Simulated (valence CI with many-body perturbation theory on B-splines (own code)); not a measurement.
**Pb LI: calculated level list**

Level of theory: valence CI with perturbative core correlation (CI+MBPT): four valence electrons over a frozen Dirac-Fock core [Ar] 3d10, radial functions for each j: 11 s, 11 p, 10 d, 8 f, 5 g, 2 h, with the one-electron correlation potential Σ1 (screened to all orders), the two-electron term Σ2, the three-electron term Σ3, Breit, model QED; selected single and double excitations, second order for the rest, scaled by the run's own slope (own B-spline code, finite nucleus).

The last digits are not significant, and no measured levels were compared; by estimate large intervals hold to a few tenths of a per cent, small ones and those within an open d or f shell to about a per cent. Among the levels kept, up to 400 cm⁻¹ of a level comes from second order outside the variational space, and about a tenth of that is noise between levels of different J, which matters for small intervals.

Levels 1 to 45 of 180, with energies above the lowest level, (4s^2 4p1/2^2) J=0. "Leading %" is the weight of the configuration and term that name the level; weights of strongly mixed levels are sums over their largest components and can fall short, so below about 35 % the name and the second component can differ from the true leading terms, or belong to a minority configuration. In the jj column 3d3/2^4 stands for four electrons in 3d with j = 3/2.

```tsv
No.	Configuration	Term	J	E (× 10³ cm⁻¹)	Leading %	Leading jj	Second component	g
1	4s²4p²	³P	0	0.00	69	4s^2 4p1/2^2 (100 %)	31 % 4s²4p² ¹S	
2	4s²4p²	³P	1	1304.5	100	4s^2 4p1/2 4p3/2 (100 %)		1.495
3	4s²4p²	¹D	2	1344.6	64	4s^2 4p1/2 4p3/2 (99 %)	35 % 4s²4p² ³P	1.170
4	4s4p³	³P°	2	2251.7	47	4s 4p1/2^2 4p3/2 (98 %)	28 % 4s4p³ ⁵S°	1.541
5	4s4p³	³D°	1	2388.6	33	4s 4p1/2^2 4p3/2 (94 %)	27 % 4s4p³ ¹P°	1.087
6	4s²4p²	³P	2	2679.7	64	4s^2 4p3/2^2 (99 %)	35 % 4s²4p² ¹D	1.317
7	4s²4p²	¹S	0	2766.0	68	4s^2 4p3/2^2 (99 %)	30 % 4s²4p² ³P	
8	4s²4p4d	³F°	2	2769.0	74	4s^2 4p1/2 4d3/2 (99 %)	20 % 4s²4p4d ¹D°	0.758
9	4s²4p4d	³D°	1	2944.0	50	4s^2 4p1/2 4d3/2 (94 %)	28 % 4s²4p4d ¹P°	0.849
10	4s²4p4d	³P°	2	3135.4	44	4s^2 4p1/2 4d5/2 (94 %)	33 % 4s²4p4d ³D°	1.303
11	4s²4p4d	³F°	3	3144.7	51	4s^2 4p1/2 4d5/2 (96 %)	24 % 4s²4p4d ¹F°	1.117
12	4s4p³	³D°	2	3529.2	49	4s 4p1/2 4p3/2^2 (94 %)	44 % 4s4p³ ⁵S°	1.532
13	4s4p³	³D°	3	3608.8	95	4s 4p1/2 4p3/2^2 (95 %)		1.316
14	4s4p³	³P°	0	3660.7	96	4s 4p1/2 4p3/2^2 (96 %)		
15	4s4p²4d	³D	1	3727.3	43	4s 4p1/2^2 4d3/2 (98 %)	40 % 4s4p²4d ⁵F	0.440
16	4s4p³	³P°	1	3729.3	45	4s 4p1/2 4p3/2^2 (95 %)	20 % 4s4p³ ³D°	1.291
17	4s4p³	¹D°	2	3746.6	70	4s 4p1/2 4p3/2^2 (91 %)	15 % 4s4p³ ³D°	1.086
18	4s4p³	³S°	1	3760.4	36	4s 4p1/2 4p3/2^2 (97 %)	23 % 4s4p³ ³D°	1.354
19	4s4p²4d	³D	2	3761.9	29	4s 4p1/2^2 4d3/2 (96 %)	20 % 4s4p²4d ⁵F	1.141
20	4s4p²4d	³D	3	4073.4	34	4s 4p1/2^2 4d5/2 (96 %)	20 % 4s4p²4d ⁵D	1.350
21	4s4p²4d	³F	2	4146.4	27	4s 4p1/2^2 4d5/2 (94 %)	22 % 4s4p²4d ¹D	1.031
22	4s²4p4d	³D°	2	4223.3	50	4s^2 4p3/2 4d3/2 (91 %)	22 % 4s²4p4d ¹D°	1.049
23	4s²4p4d	³P°	1	4239.9	55	4s^2 4p3/2 4d3/2 (94 %)	35 % 4s²4p4d ³D°	1.114
24	4s²4p4d	³P°	0	4241.8	95	4s^2 4p3/2 4d3/2 (95 %)		
25	4s²4p4d	³F°	3	4242.1	44	4s^2 4p3/2 4d3/2 (94 %)	35 % 4s²4p4d ¹F°	1.097
26	4s²4p4d	³F°	4	4412.2	99	4s^2 4p3/2 4d5/2 (99 %)		1.244
27	4s²4p4d	³P°	2	4452.2	43	4s^2 4p3/2 4d5/2 (94 %)	39 % 4s²4p4d ¹D°	1.250
28	4s²4p4d	³D°	3	4579.5	59	4s^2 4p3/2 4d5/2 (95 %)	39 % 4s²4p4d ¹F°	1.195
29	4s²4p4d	¹P°	1	4606.4	63	4s^2 4p3/2 4d5/2 (96 %)	23 % 4s²4p4d ³P°	1.074
30	4p⁴	³P	2	4691.8	58	4p1/2^2 4p3/2^2 (86 %)	28 % 4p⁴ ¹D	1.295
31	4s²4p4f	³G	3	4724.6	68	4s^2 4p1/2 4f5/2 (94 %)	18 % 4s²4p4f ¹F	0.821
32	4p⁴	¹S	0	4762.0	56	4p1/2^2 4p3/2^2 (87 %)	32 % 4p⁴ ³P	
33	4s²4p4f	³F	2	4781.0	45	4s^2 4p1/2 4f5/2 (94 %)	28 % 4s²4p4f ¹D	0.873
34	4s²4p4f	³D	3	4842.7	48	4s^2 4p1/2 4f7/2 (93 %)	28 % 4s²4p4f ³F	1.197
35	4s²4p4f	³G	4	4844.1	41	4s^2 4p1/2 4f7/2 (93 %)	27 % 4s²4p4f ¹G	1.084
36	4s4p²4d	⁵D	0	4949.6	83	4s 4p1/2 4p3/2 4d3/2 (96 %)	14 % 4s4p²4d ³P	
37	4s4p²4d	⁵D	1	4952.0	53	4s 4p1/2 4p3/2 4d3/2 (99 %)	22 % 4s4p²4d ⁵F	1.149
38	4s4p²4d	⁵F	2	4957.5	43	4s 4p1/2 4p3/2 4d3/2 (94 %)	15 % 4s4p²4d ⁵D	1.097
39	4s4p²4d	⁵F	3	4985.8	42	4s 4p1/2 4p3/2 4d3/2 (93 %)	35 % 4s4p²4d ³F	1.146
40	4s4p³	³P°	2	5022.7	49	4s 4p3/2^3 (95 %)	16 % 4s4p³ ³D°	1.433
41	4s4p²4d	³F	4	5063.7	28	4s 4p1/2 4p3/2 4d3/2 (88 %)	27 % 4s4p²4d ³G	1.178
42	4s4p²4d	³F	2	5124.8	65	4s 4p1/2 4p3/2 4d3/2 (90 %)	8 % 4s4p²4d ³P	0.910
43	4s4p²4d	³D	3	5155.9	31	4s 4p1/2 4p3/2 4d3/2 (86 %)	22 % 4s4p²4d ⁵P	1.323
44	4s4p³	¹P°	1	5161.1	38	4s 4p3/2^3 (97 %)	24 % 4s4p³ ³S°	1.189
45	4s4p²4d	³P	1	5162.9	24	4s 4p1/2 4p3/2 4d3/2 (96 %)	22 % 4s4p²4d ⁵P	1.489
```

The ionisation energy to 4s²4p ²P°1/2 of the next ion comes out as 2967 eV (NIST: 2965 ± 4 eV (theoretical)). All 180 levels together are meant to be complete up to 7340.5 × 10³ cm⁻¹.
